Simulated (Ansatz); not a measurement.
CH6FGaGe (`[F][GeH2][CH2][GaH2]`). Total charge 0; spin multiplicity 1. Correlated methods include outer-core shells of Ga, Ge, which these sets cover unevenly. Scalar relativity is left out up to krypton.

```xyz
10

F     1.431    0.635    0.623
Ge    0.394   -0.796    1.067
C    -0.888   -0.484   -0.313
Ga    0.026    1.167   -1.048
H     1.366   -1.976    0.937
H     0.014   -0.505    2.524
H    -1.882   -0.280    0.086
H    -0.930   -1.303   -1.030
H     0.964    0.982   -2.289
H    -0.496    2.561   -0.556
```

Task: Give the diagnostics of a CCSD(T)/def2-TZVPP run (frozen core, Ansatz 0.2.0). (Best estimate.)

Result: The calculation gave: T1 = 0.0124, largest single amplitude 0.017, largest double 0.034, (T) share of the correlation energy 3.5 %, 9 CCSD cycles. The RHF solution is stable towards an unrestricted one. T1 lies under the customary mark of 0.02 for closed shells.
